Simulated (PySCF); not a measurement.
Co4+: what the settings change

The free ion Co4+ in its d5 configuration.

Method (PySCF 2.14, density fitting): CASSCF(5,5) with orbitals averaged over all microstates of the shell, strongly contracted NEVPT2 on the averaged canonical orbitals; basis x2c-TZVPall; spin-free X2C; gas phase; spin-orbit coupling by state interaction with the mean-field operator over all roots.

Base run: NEVPT2 ground state 6S, next 4G at 39769, then 4P at 44264 cm⁻¹, B(NEVPT2) 1304, ζ 652 cm⁻¹, g 2.002 2.002 2.002, μeff(300 K) 5.92 μB.

Task: What happens with the basis pcseg-1 and no scalar relativity?

Result: NEVPT2 ground state 6S, next 4G at 39646, then 4P at 44534 cm⁻¹, B(NEVPT2) 1327, ζ 647 cm⁻¹, g 2.002 2.002 2.002, μeff(300 K) 5.92 μB.
